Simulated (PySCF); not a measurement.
# Dipole response of Tc (technetium, neutral)

[Kr] 4d5 5s2, high-spin 6S determinant. All numbers are calculated (PySCF 2.14, the spin-free X2C one-electron Hamiltonian (Gaussian nucleus), in aug-cc-pwCVTZ-DK (11s10p8d4f3g, 136 functions)). Coupled (time-dependent) response in atomic units; α is the mean over directions.

```csv
method,mean α (bohr³),C₆ (like pair),S(−4)
UHF,137.4,1568,30170
```

S(−4) is the Cauchy moment in α(ω) = α(0) + S(−4) ω² + …

Reference α: 79 ± 10 bohr³ (recommended; Schwerdtfeger and Nagle, table of static dipole polarizabilities (2023 update)). Published C₆: 939.0 (Gould and Bucko (2016)).

Hartree-Fock lies above the reference because it lacks correlation, which contracts the outer shell.

α(iu) at UHF:

```tsv
u (hartree)	α(iu) (bohr³)
0	137.4
0.0500	101.9
0.100	72.05
0.200	39.38
0.300	24.82
0.500	13.34
0.750	8.130
1.00	5.698
1.50	3.370
2.00	2.255
3.00	1.217
5.00	0.5223
```

A single London oscillator, α(iu) = α/(1 + u²/ω²), gives C₆ = (3/4) ω α². Matching the computed C₆ needs ω = 4 × 1568 / (3 × 137.4²) = 0.111 hartree.
